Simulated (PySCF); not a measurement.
Radial density of O³⁺ (oxygen, charge +3)

UHF, [He] 2s2 2p1, 2P determinant. Computed with PySCF 2.14 in x2c-TZVPPall with one added diffuse shell each of s, p, d type (6s4p3d1f, 40 functions), with the spin-free X2C one-electron Hamiltonian (Gaussian nucleus).

```csv
r (bohr),4πr²ρ (e/bohr),4πr²(ρα − ρβ)
0.00275,0.03053,0.0000
0.00463,0.08335,0.0000
0.00778,0.2206,0.0000
0.0131,0.5679,0.0000
0.0220,1.382,0.0002
0.0370,3.064,0.0009
0.0623,5.780,0.0047
0.105,8.340,0.0249
0.176,7.726,0.1092
0.296,3.763,0.3851
0.498,2.445,0.8881
0.838,3.206,0.9922
1.41,1.201,0.3308
2.37,0.06124,0.0181
3.99,6.733e-05,0.0000
```

Densities and radii are taken from the X2C orbitals without a picture-change correction, which distorts them close to the nucleus.
